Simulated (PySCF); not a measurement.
## Stationary points of Sr₂S₂

Level of theory: PBE0/[Sr def2-TZVP with ECP28, S def2-TZVP], scalar-relativistic core potentials, density fitting, no spin–orbit coupling, PySCF.

Relaxations began from a few typed shapes. The search is not exhaustive: other isomers or separated fragments can lie lower, and high-lying points may rest on an excited occupation.

(1) Which is the lowest minimum found?
A. singlet D∞h: Sr–S 2.423 Å (×2), Sr–Sr 4.727 Å; S–Sr–Sr 180.0° (×2)
B. singlet D2h: Sr–S 2.661 Å (×4); Sr–S–Sr 85.2° (×2), S–Sr–S 94.8° (×2)

Answers

(1) B. The others lie at 444.4 (singlet D∞h) kJ/mol above it.
